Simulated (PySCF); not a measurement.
2-methylazaborolidine (C₄H₁₀BN), SMILES CB1CCCN1.

The structure is a stationary point at PBE0-D3(BJ)/def2-SVP. The values are those of a single conformer.

Vertical ionisation energy (IE) and electron affinity (EA) in eV. Rows of orbital energies are one-electron estimates. Where ΔSCF, EOM or ADC give a negative EA the extra electron is unbound and the value depends on the basis.

```tsv
level	IE	EA
−ε(HOMO), −ε(LUMO), HF/def2-TZVP (PySCF)	…	…
−ε(HOMO), −ε(LUMO), PBE/def2-TZVP (PySCF)	5.91	-0.12
```

### Question
Some entries are withheld; supply them. (An estimate is asked for; the answer gives what the named calculation found.)

### Answer

- −ε(HOMO), −ε(LUMO), HF/def2-TZVP (PySCF), IE: 10.35
- −ε(HOMO), −ε(LUMO), HF/def2-TZVP (PySCF), EA: -3.15
